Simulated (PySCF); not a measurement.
Computed shifts of a molecule C3H9FSi, PBE0/pcSseg-1 (PySCF), GIAO, gas phase, equivalent atoms averaged, in ppm (number of nuclei): ¹³C: 2.3 (3). ²⁹Si: 42.8 (1). ¹⁹F: -191.2 (1). ¹H: 0.46 (9). References: ¹³C against TMS (σ = 186.3 ppm); ²⁹Si against TMS (σ = 352.7 ppm); ¹⁹F against CFCl3 (σ = 167.2 ppm); ¹H against TMS (σ = 31.56 ppm), references at their B3LYP-D3(BJ)/def2-TZVP geometries, non-relativistic. Geometry optimised at PBE0-D3(BJ)/def2-SVP. One conformer was computed; it need not be the lowest.

Problem. Identify the compound among the candidates.
A. C[SiH](C)CF
B. C[Si](C)(C)F
C. C[C@H](F)C[SiH3]
D. CC[C@H](F)[SiH3]

Solution. B, C[Si](C)(C)F
